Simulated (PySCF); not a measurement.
Sn(F)(Et)(OH)2 (C₂H₇FO₂Sn), SMILES C[CH2][Sn]([OH])([OH])[F].

Geometry optimised at B3LYP-D3(BJ)/def2-SVP. The structure was generated by enumeration; whether it is a known compound was not checked. The def2 effective core potentials stand for the cores of Sn; spin–orbit coupling is left out. One conformer was computed; it need not be the lowest.

Method: ωB97X/def2-TZVP in PySCF.

Isolated molecule, no solvent.

Computed frontier levels, gap, dipole moment and polarisability:
```yaml
highest_occupied_level: -10.92 eV
lowest_empty_level: 0.77 eV
orbital_gap: 11.69 eV
dipole_moment: 1.96 D
quadrupole, principal values (traceless, Buckingham form, about the centre of nuclear charge): -10.43, -2.77, 13.19 D·Å
mean_static_polarisability: 66.4 bohr³ (9.84 Å³)
polarisability_principal_values: 57.0, 63.4, 78.8 bohr³
```
